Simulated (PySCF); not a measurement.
C₅H₇O₄ (charge -1).
Structure used (GFN2-xTB), in Å, numbered top down from 1:
```xyz
16
C5H7O4 angstrom
C      2.924    0.640    0.008
C      1.715   -0.256   -0.215
O      1.689   -1.122   -1.060
O      0.748    0.053    0.619
C     -0.540   -0.604    0.510
C     -1.653    0.405    0.391
C     -3.069   -0.276    0.760
O     -3.014   -1.177    1.600
O     -4.036    0.210    0.172
H      3.812    0.024    0.122
H      2.774    1.257    0.889
H      3.057    1.273   -0.867
H     -0.514   -1.285   -0.345
H     -0.688   -1.181    1.429
H     -1.714    0.840   -0.607
H     -1.500    1.208    1.117
```

IAO charges (e) from the PBE0/pcSseg-1 density (PySCF), one withheld:

```tsv
atom	bonded to	charge
C1	C2 H10 H11 H12	-0.4759
C2	C1 O3 O4	+0.5244
O3	C2	?
O4	C2 C5	-0.3389
C5	O4 C6 H13 H14	-0.0743
C6	C5 C7 H15 H16	-0.3609
C7	C6 O8 O9	+0.5153
O8	C7	-0.6586
O9	C7	-0.6488
H10	C1	+0.1547
H11	C1	+0.1559
H12	C1	+0.1587
H13	C5	+0.1434
H14	C5	+0.1616
H15	C6	+0.1233
H16	C6	+0.1273
```

(1) What is the charge on O3?

(2) Add each hydrogen's charge to the atom that carries it.

(3) Across which bond do the charges differ most?

(4) Take the bonds between elements whose Pauling electronegativities differ by more than 0.25. In how many does the more electronegative atom carry the lower charge?

(5) How much positive and how much negative charge does this set hold in all?

## Answers

(1) The charges add up to the total charge, -1. The others sum to -0.4928, which leaves -0.5072 e for O3 (ester carbonyl oxygen); the computed value is -0.5074, the difference coming from rounding.

(2) C1 -0.0066, C5 +0.2307, C6 -0.1103. Atoms without hydrogen keep their charges.

(3) C7–O8: +0.5153 on C7 against -0.6586 on O8, a difference of 1.1739 e. The lower charge is on the more electronegative element of the two (Pauling values: O 3.44, C 2.55).

(4) In 12 of 12.

(5) +2.0646 e on 9 atoms and -3.0648 e on 7.

The IAO scheme projects the occupied orbitals on a minimal set of polarised atomic orbitals and counts the electrons in each atom's part of it. The structure is a single GFN2-xTB conformer in the gas phase; no vibrational or solvent corrections. GFN2-xTB frequencies show an imaginary mode (27i cm⁻¹), so this geometry is no minimum at that level. The pcSseg-1 basis has no diffuse functions, a weakness for an anion.

The run behind these numbers computed NMR shieldings as well. On one thread of an Arm Neoverse V1 (shared host), this took 29 s of wall time and 0.88 GiB of memory at its peak.
